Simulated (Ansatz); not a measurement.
Question: Name a neutral molecule of Al, C, F, O, Si and H with size of the dipole moment (B3LYP/def2-TZVPP) between 0.40 and 0.70 D and size of the dipole moment (ωB97M-V/def2-TZVPP) between 0.45 and 0.75 D (Ansatz, PBE0-D4/def2-TZVP geometry).

Answer: `[OH][AlH][CH2]O[SiH2]F` (0.60 D, 0.60 D). Other molecules can fit too; these were computed, each in one conformer that needn't be the lowest.

B3LYP here is the variant with VWN-RPA as its local correlation; programs differ in this.
